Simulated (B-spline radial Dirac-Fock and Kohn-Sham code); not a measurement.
Radiative decay of the 2s hole in Ta⁵⁺

System: the Ta⁵⁺ ion, 1s2 2s2 2p6 3s2 3p6 3d10 4s2 4p6 4d10 4f14 5s2 5p6, inside a Watson sphere of charge -5 and radius 2.7 Å (a model of the Madelung potential; inside it an electron's potential energy is raised by 26.7 eV).

Input of the calculation (task.json; shells as n, l, electrons):

```json
{"items": [{
  "Z": 73,
  "q": 5,
  "cfg": [[1, 0, 2], [2, 0, 2], [2, 1, 6], [3, 0, 2], [3, 1, 6], [3, 2, 10], [4, 0, 2], [4, 1, 6], [4, 2, 10], [4, 3, 14], [5, 0, 2], [5, 1, 6]],
  "A": 181,
  "rrms": 5.3507,
  "watson": [-5, 2.7],
  "do": ["binding", "quiet", "decay"],
  "holes": ["K", "L1", "L2", "L3", "M1", "M2", "M3", "M4", "M5", "N1", "N2", "N3", "N4", "N5", "N6", "N7"]
}]}
```

Command: `python xray_run.py task.json out`

The computed values come from a radial B-spline solver: independent-particle rates on relativistic LDA orbitals of the hole state (multipoles up to L = 3, Coulomb Auger matrix elements, transition energies from Dirac-Fock).

```tsv
line	multipole	energy (eV)	width (meV)	share (%)
L1-L2	E1	551.4	0.179	0.0234
L1-L3	E1	1807.2	14.7	1.92
Lβ4 (L1-M2)	E1	9216.5	248	32.5
Lβ3 (L1-M3)	E1	9490.4	317	41.4
L1-M4	E2	9895.0	7.09	0.927
L1-M5	E2	9953.4	10.6	1.39
Lγ2 (L1-N2)	E1	11217.4	60.5	7.91
Lγ3 (L1-N3)	E1	11280.3	81.4	10.6
L1-N4	E2	11445.7	0.965	0.126
L1-N5	E2	11457.2	1.51	0.197
L1-O2	E1	11648.0	9.89	1.29
Lγ4 (L1-O3)	E1	11657.6	13.3	1.74
```

The listed lines hold 100.0 % of the radiative rate. The radiative width is 0.765 eV in the length form and 0.768 eV in the velocity form; the two differ because the transition energies are not eigenvalue differences of the potential that gave the orbitals.
